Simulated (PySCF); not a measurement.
A structure optimised at PBE-D3(BJ)/def2-SVP, used in a PySCF frequency run:

```xyz
12

O     -2.5149     0.2725     0.5799
C     -1.3298    -0.5119     0.4663
Si     0.1314     0.4352    -0.2756
F     -0.0814     0.7022    -1.8855
C      1.7400    -0.5594    -0.0540
F      1.8722    -0.7852     1.3246
H     -2.3096     1.0235     1.1668
H     -1.0019    -0.9669     1.4363
H     -1.5723    -1.3712    -0.1968
H      0.2458     1.7748     0.3983
H      1.7006    -1.5388    -0.5838
H      2.6388    -0.0189    -0.4275
```
Charge 0, spin multiplicity 1.

Problem. Write its SMILES and formula.

Solution. OC[Si@H](F)CF, C2H6F2OSi

Problem. What are its rotational constants (standard atomic weights)?

Solution. 3.4379, 1.8532, 1.3020 GHz
